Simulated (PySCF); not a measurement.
C2H5I, charge +1, doublet, at a GFN2-xTB geometry (a state made from the parent by changing its charge; the spin is typed, not shown lowest) (all electrons, no relativity). Base run: M062X/STO-3G in PySCF.

Geometry (Å):
```xyz
8

C     -2.4787    -0.3070    -0.1894
C     -1.1570    -0.9608    -0.3956
I      0.6107     0.2104     0.0973
H     -2.6456    -0.0010     0.8492
H     -3.2643    -1.0078    -0.4762
H     -2.5970     0.6100    -0.7768
H     -1.0476    -1.8818     0.1973
H     -0.9986    -1.2660    -1.4413
```
Charge +1, spin multiplicity 2.
Orbitals are unrestricted.
All else is at PySCF's defaults.

The base run was repeated with changes; each row names its change, and settings that it needs were set with it.

| change | E (Eh) | HOMO (eV) | <S^2> | core-seconds (rough) | outcome |
|---|---|---|---|---|---|
| base | -6931.06308 | -14.13 | 0.751 | 10 | converged |
| functional = m06l | -6930.92391 | -12.01 | 0.752 | 10 | converged |
| functional = tpssh | -6930.65159 | -12.49 | 0.751 | 20 | converged |
| functional = b3lyp; dispersion = d3bj | -6930.84472 | -12.83 | 0.751 | 9 | converged |
| functional = wb97m_v | -6930.92246 | -15.30 | 0.751 | 200 | converged |
| functional = b97-1 | -6930.57434 | -12.78 | 0.751 | 8 | converged |
| functional = mn12l | -6923.59732 | -11.56 | 0.752 | 9 | converged |
| functional = pbe0; dispersion = d4 | -6930.46573 | -13.09 | 0.751 | 9 | converged |
| functional = b97m_v | -6930.46404 | -12.11 | 0.751 | 200 | converged |
| functional = pw6b95 | -6933.12615 | -13.21 | 0.751 | 10 | converged |
| functional = blyp | - | - | - | - | not converged |
| functional = scan | -6931.36889 | -12.05 | 0.752 | 10 | converged |
| functional = blyp; dispersion = d3bj | - | - | - | - | not converged |

Totals shift with the method and basis; they matter in differences.

Open shells are given as the SCF converged; they aren't shown to be the lowest states, and a large step between rows can be another state.
